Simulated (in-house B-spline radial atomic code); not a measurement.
Results of a calculation; reference values are marked as such.
## Ta in an electron gas of r_s = 3.3: phase shifts, screening and friction

A nucleus sits in a uniform electron gas with a rigid positive background. The Kohn-Sham equations are solved self-consistently in the spin-unpolarised LDA (PW92), non-relativistic, on B-splines with outgoing waves at the boundary and partial waves to l = 8. The model has no lattice, no bands and no magnetic solution. Atomic units; δ_l are the phase shifts at the Fermi level, counted so that each bound state adds π, and good to about 0.0005. Heavy atoms are models without relativity. A narrow, partly filled d or f resonance in a thin gas would split by spin, so such rows rest on a solution that is probably unstable.

The density parameter is r_s = 3.3 bohr.

```json
{"l": "0", "δ_l (rad)": "15.6377"}
{"l": "1", "δ_l (rad)": "12.5072"}
{"l": "2", "δ_l (rad)": "7.9602"}
{"l": "3", "δ_l (rad)": "3.1051"}
{"l": "4", "δ_l (rad)": "-0.0037"}
{"l": "5", "δ_l (rad)": "-0.0005"}
{"l": "6", "δ_l (rad)": "-0.0004"}
{"l": "7", "δ_l (rad)": "-0.0004"}
{"l": "8", "δ_l (rad)": "-0.0004"}
```

Bound levels below the band bottom (hartree): p -13.3, d -7.85, s -1.814, p -0.9727, f -0.7839 and deeper ones.

Question: Check the Friedel sum rule, and say where the screening charge sits.

Answer: k_F = (9π/4)^(1/3)/r_s = 0.58156. The rule is Z = (2/π) Σ (2l + 1) δ_l. The terms are s 9.955, p 23.887, d 25.338, f 13.837 and -0.036 beyond, in all 72.982 against Z = 73. Bound states hold 10 s, 24 p, 20 d and 14 f electrons, so the scattering states carry 4.98 in all; where a term is smaller than its bound count, the bound level has drawn weight out of the band.

Question: Find the transport cross section and the electronic stopping of a 5 keV Ta ion (mass 180.95 u).

Answer: σ_tr = (4π/k_F²) Σ (l + 1) sin²(δ_l − δ_(l+1)). The terms for l = 0 to 3 are 0.0001, 1.9458, 2.9393, 0.0043, all together 4.8896, so σ_tr = 37.155 × 4.8896 = 181.672 bohr². With n = 3/(4π r_s³) = 0.006643, the friction coefficient is Q = n k_F σ_tr = 0.7019. For v well below v_F = 0.582, dE/dx = Q v; with 24801 eV per u at v = 1, v = √(5000/(24801 × 180.95)) = 0.0334, so dE/dx = 0.02343 hartree/bohr = 12 eV/nm. The largest term couples the d and f waves.
